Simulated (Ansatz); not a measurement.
**Match the barriers**

Saddle point of CH$_{8}$OSn, singlet (CH₆Sn ([CH3][SnH3]) + H₂O → SnH₄O ([OH][SnH3]) + CH₄; bonds formed: Sn1–O7, C2–H6; bonds broken: Sn1–C2, H6–O7), PBE0-D4/def2-TZVP structure:

Sn1  (-0.707, -0.880, -0.557)
C2  (0.106, 1.336, 0.331)
H3  (-0.222, -2.375, -1.266)
H4  (-1.980, -1.106, 0.546)
H5  (-1.109, 0.117, -1.895)
H6  (0.806, 0.101, 0.625)
O7  (1.054, -1.042, 0.742)
H8  (-0.939, 1.601, 0.509)
H9  (0.662, 1.745, 1.185)
H10  (0.446, 1.845, -0.572)
H11  (1.883, -1.342, 0.352)
(Å)

Computed with Ansatz 0.2.0 (basis: def2-TZVPP, with def2-QZVPP for the basis limit); correlated methods freeze the cores. Filled d shells of the heavier atoms are correlated. Core potentials replace the inner electrons of the atoms past krypton. The def2 sets are not built for correlating such inner shells, so the correlated values are less sure here. Extrapolation: Hartree–Fock as exp(−7.88 √X), correlation as X^−2.97. Four methods, as single points on the PBE0-D4 structures, gave these electronic barriers from the start structure: 1.283, 1.754, 1.907, 2.497 eV.

Question: The methods were, in alphabetical order, HF, MP2, PBE0-D4, SPW92. Which gave which? (A judgement: the text doesn't fix the answer.)

Answer: Computed: SPW92 1.283; PBE0-D4 1.754; MP2 1.907; HF 2.497 eV. For comparison, CCSD(T) at an estimated basis limit (MP2 extrapolated from triple and quadruple zeta, plus CCSD(T) − MP2 in triple zeta) gives 1.876 eV.

The T1 diagnostic stays at or below 0.014.

Labels in which every atom is bracketed show which atoms are joined, not bond orders.

For scale, one of the runs: CCSD(T)/def2-TZVPP, 224 basis functions (an equivalent command: `ansatz run in.yaml --threads 4`). Time: 2.3 min of wall clock on 4 CPU threads; the host was shared. Peak host memory: 4.1 GiB.
